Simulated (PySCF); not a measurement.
SiBr₂, SMILES Br[Si]Br (connectivity only; charge and spin as stated), neutral, multiplicity 1. Atoms are numbered in the order given.

```xyz
3

Si     0.0000     0.0000     1.1802
Br     0.0000     1.7467    -0.2360
Br     0.0000    -1.7467    -0.2360
```
Charge 0, spin multiplicity 1.

Coordinates come from a PBE0-D3(BJ)/def2-TZVP optimisation. The isomer is the one that the SMILES or the coordinates give; other isomers of the formula were not compared.

All values below come from PySCF with PBE/pcSseg-2.

GIAO shieldings, no solvent; atoms alike by connectivity are averaged. δ = σ(ref) − σ: ²⁹Si against TMS (σ = 324.1 ppm), references at their B3LYP-D3(BJ)/def2-TZVP geometries, non-relativistic (without spin–orbit terms, shifts of atoms bonded to Cl or Br come out too high).

Estimate the chemical shifts. (The exact figures need the calculation; the answer reports its results.)


| nucleus | atoms | count | δ (ppm) |
|---|---|---|---|
| ²⁹Si | Si1 | 1 | 376.5 |
